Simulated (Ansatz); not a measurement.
Two isomers of C2H4ClIO: A = `COC(Cl)I`, B = `CC(O)(Cl)I`.

Gas-phase electronic energies from Ansatz, PBE0-D4/def2-TZVP geometries. CCSD(T)/CBS is the MP2 limit (def2-TZVPP, def2-QZVPP) plus CCSD(T) − MP2 in def2-TZVPP, frozen cores. Functionals use def2-TZVPP. B3LYP here is the variant with VWN-RPA as its local correlation; programs differ in this. def2 core potentials past Kr. For I outer-core shells are correlated without core-valence functions, which leaves a few kJ/mol of doubt a bond. One conformer a species, not always the lowest.

(1) Which isomer does CCSD(T)/CBS put lower? Give the gap. (Estimate.)

(2) Give E(B) − E(A) in kcal/mol with PBE0-D4, CCSD(T)/def2-TZVPP, r2SCAN-D4, ωB97M-V, CCSD/def2-TZVPP, PBE-D4, B3LYP-D4. (An estimate is asked.)

(3) Does the order hold for the free energy at 298.15 K (harmonic terms from PBE0-D4)? (Best estimate.)

Largest T1 diagnostic: 0.010.

## Answers

(1) Computed: B, by 17.1 kcal/mol.

(2) Ansatz gave: PBE0-D4 -16.7, CCSD(T)/def2-TZVPP -16.2, r2SCAN-D4 -17.4, ωB97M-V -16.4, CCSD/def2-TZVPP -15.6, PBE-D4 -16.6, B3LYP-D4 -15.3. None reverses the order clearly.

(3) The calculation gave: Yes: G(B) − G(A) = -16.7 kcal/mol, for one conformer each.

In def2-TZVPP, CCSD(T) changes the Hartree–Fock value by −3.1 kcal/mol (the triples alone add −0.6 kcal/mol) and MP2 by −4.9 kcal/mol. The D4 term adds −0.9 kcal/mol with B3LYP and −0.4 kcal/mol with PBE0; it sums over pairs of atoms, weighted by their polarisabilities, and B3LYP, whose exchange is more repulsive, gets the larger term.
